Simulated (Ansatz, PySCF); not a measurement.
(E)-1-bromo-2-chloroprop-1-ene (C3H4BrCl), SMILES Br/C=C(/Cl)C. Atoms are numbered in the order given.

```xyz
9

C     -1.9252    -0.0575     0.4381
C     -0.7515     0.7658     0.0426
Cl    -1.1025     2.4725    -0.1618
C      0.5161     0.3835    -0.1748
Br     1.1033    -1.4004    -0.0102
H     -2.3439     0.3088     1.3894
H     -1.6404    -1.1119     0.5509
H     -2.7204     0.0240    -0.3204
H      1.3014     1.0834    -0.4641
```
Charge 0, spin multiplicity 1.

The structure is a stationary point at r2SCAN-D4/def2-SVP.

Two levels are set side by side: PBE-D3(BJ)/def2-SVP (Ansatz, an electronic-structure program) and r2SCAN-D4/def2-SVP (Ansatz). Each level has its own optimised geometry; the coordinates shown are those of the second. Frequencies come from the Hessian of PySCF at each geometry. Differences are taken from unrounded values.

| quantity | r2SCAN-D4 |
|---|---|
| mean bond length (Å) | 1.358 |
| bond C1–C2 (Å) | 1.487 |
| bond C2–Cl3 (Å) | 1.754 |
| bond C2–C4 (Å) | 1.342 |
| bond C4–Br5 (Å) | 1.885 |
| bond C1–H6 (Å) | 1.102 |
| bond C1–H7 (Å) | 1.098 |
| bond C1–H8 (Å) | 1.102 |
| bond C4–H9 (Å) | 1.091 |
| highest harmonic wavenumber (cm⁻¹) | 3236 |
| mean harmonic wavenumber (cm⁻¹) | 1274 |
| zero-point energy (kcal/mol) | 38.24 |

Task: What does PBE-D3(BJ) give, and how far is it from r2SCAN-D4? (An estimate is asked for; the answer gives what the named calculation found.)

Result: 
```tsv
quantity	PBE-D3(BJ)	PBE-D3(BJ) minus r2SCAN-D4
mean bond length (Å)	1.364	0.007
bond C1–C2 (Å)	1.492	0.005
bond C2–Cl3 (Å)	1.758	0.003
bond C2–C4 (Å)	1.349	0.008
bond C4–Br5 (Å)	1.891	0.006
bond C1–H6 (Å)	1.110	0.008
bond C1–H7 (Å)	1.106	0.008
bond C1–H8 (Å)	1.110	0.008
bond C4–H9 (Å)	1.098	0.007
highest harmonic wavenumber (cm⁻¹)	3165	-71
mean harmonic wavenumber (cm⁻¹)	1240	-33
zero-point energy (kcal/mol)	37.24	-1.00
```
